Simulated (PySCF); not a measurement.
C2H3N, charge +1, doublet, geometry from GFN2-xTB (a state made from the parent by changing its charge; the spin is typed, not shown lowest). Base run: PBE0/def2-SVP in PySCF.

Here is a job for PySCF.
```python
from pyscf import gto, scf, dft, solvent

mol = gto.Mole()
mol.atom = '''
    C    -1.139351    0.022070   -0.008180
    C     0.263300   -0.098708    0.029002
    N     1.398569    0.036153   -0.008276
    H    -1.505635   -0.668273   -0.789615
    H    -1.508476   -0.144114    1.020172
    H    -1.519567    1.019140   -0.297554
'''
mol.basis = 'def2-svp'
mol.charge = 1
mol.spin = 1
mol.verbose = 4
mol.build()

mf = dft.UKS(mol)
mf.xc = 'pbe0'
mf.kernel()
```

The base run was repeated with changes; each row names its change, and settings that it needs were set with it.

```json
[
 {"change": "base", "ΔE vs base (kJ/mol)": "0.00"},
 {"change": "model = C-PCM; solvent = chloroform", "ΔE vs base (kJ/mol)": "-234.3"},
 {"change": "model = IEF-PCM; solvent = chloroform; lebedev_order = 11", "ΔE vs base (kJ/mol)": "-231.6"},
 {"change": "model = IEF-PCM; solvent = chloroform; vdw_scale = 1.4", "ΔE vs base (kJ/mol)": "-203.1"},
 {"change": "model = IEF-PCM; solvent = chloroform; r_probe = 0.5", "ΔE vs base (kJ/mol)": "-187.7"},
 {"change": "model = IEF-PCM; solvent = chloroform; vdw_scale = 1.1", "ΔE vs base (kJ/mol)": "-253.6"},
 {"change": "model = IEF-PCM; solvent = chloroform", "ΔE vs base (kJ/mol)": "-233.4"},
 {"change": "model = IEF-PCM; solvent = water", "ΔE vs base (kJ/mol)": "-294.7"},
 {"change": "model = IEF-PCM; solvent = dichloromethane", "ΔE vs base (kJ/mol)": "-264.1"},
 {"change": "model = COSMO; solvent = chloroform", "ΔE vs base (kJ/mol)": "-211.5"},
 {"change": "model = SS(V)PE; solvent = chloroform", "ΔE vs base (kJ/mol)": "-224.6"},
 {"change": "model = ddCOSMO; solvent = chloroform", "ΔE vs base (kJ/mol)": "-218.9"}
]
```

The base is the gas phase, so ΔE is the electrostatic part of solvation at a fixed geometry, without cavity and dispersion terms.

Open shells are given as the SCF converged; they aren't shown to be the lowest states, and a large step between rows can be another state.
